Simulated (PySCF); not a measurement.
H$_{7}$GaSi$_{2}$, SMILES `[SiH3][GaH][SiH3]`, neutral singlet in the gas phase. 

Cartesian coordinates (Å):
```xyz
10

Si     2.1016    -0.2631    -0.2438
Ga     0.0404     0.9022     0.1961
Si    -2.1108    -0.1766     0.0749
H      3.2192     0.6310    -0.6512
H      1.9416    -1.3119    -1.2877
H      2.5133    -0.9517     1.0143
H      0.0856     2.4047     0.6542
H     -2.5857    -0.4482     1.4626
H     -3.1289     0.6904    -0.5807
H     -2.0768    -1.4756    -0.6495
```
Charge 0, spin multiplicity 1.

All levels are single points at this geometry (r2SCAN-D4/def2-TZVP); Pople sets use spherical d functions. Orbital energies aren't observables, and empty levels follow the basis.

HF/3-21G in PySCF gives dipole (D) = 0.55.

Problem. Estimate the dipole (D) from each of these levels: r2SCAN-D4/def2-TZVP in PySCF; B3LYP/6-31G* in PySCF; M06-2X/6-31G* in PySCF; HF/6-31G* in PySCF; HF/STO-3G in PySCF.

Solution. 
```tsv
level	dipole (D)
r2SCAN-D4/def2-TZVP in PySCF	0.17
B3LYP/6-31G* in PySCF	0.16
M06-2X/6-31G* in PySCF	0.24
HF/6-31G* in PySCF	0.33
HF/STO-3G in PySCF	0.19
```
